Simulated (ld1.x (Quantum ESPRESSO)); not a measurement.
## Reading a pseudo-wave (osmium (Os))

Columns: radius, all-electron u(r) and pseudo u(r) of the 5p shell (level -58.92 eV) of osmium in the configuration [Kr] 4d10 4f14 5s2 5p6 5d6 6s1 6p0; PBE, scalar-relativistic, ultrasoft scheme, ld1.x (Quantum ESPRESSO) 7.5.

```tsv
r (bohr)	all-electron	pseudo
0.122	-0.3507	-0.0356
0.244	0.1555	-0.1369
0.366	0.5706	-0.2890
0.488	0.2584	-0.4698
0.610	-0.2708	-0.6535
0.732	-0.7052	-0.8155
0.854	-0.9660	-0.9359
0.976	-1.0726	-1.0023
1.098	-1.0704	-1.0116
1.220	-1.0017	-0.9692
1.342	-0.8991	-0.8877
1.464	-0.7841	-0.7829
1.586	-0.6699	-0.6708
1.708	-0.5637	-0.5639
1.830	-0.4690	-0.4690
1.952	-0.3867	-0.3867
2.074	-0.3167	-0.3167
2.196	-0.2579	-0.2579
2.318	-0.2091	-0.2091
2.440	-0.1688	-0.1688
2.562	-0.1359	-0.1359
2.684	-0.1091	-0.1091
2.806	-0.0873	-0.0873
2.928	-0.0698	-0.0698
3.050	-0.0557	-0.0557
3.172	-0.0443	-0.0443
```

How many radial nodes do the two functions have?

The all-electron 5p function has n − l − 1 = 3 (the table is too coarse to show those close to the nucleus); the pseudo-wave has 0, since the states of the same l below it are removed with the core.

At about which radius was the pseudo-wave matched?

1.80 bohr, where the columns begin to agree (steps of 0.12 bohr).

Where does each function peak?

Outermost all-electron maximum near 0.98 bohr, pseudo maximum near 1.10 bohr (to the table’s step).

Is the pseudo-wave norm-conserving?

No, it belongs to an ultrasoft set: the norm inside the radius is not constrained, and the difference is carried by the augmentation charge.
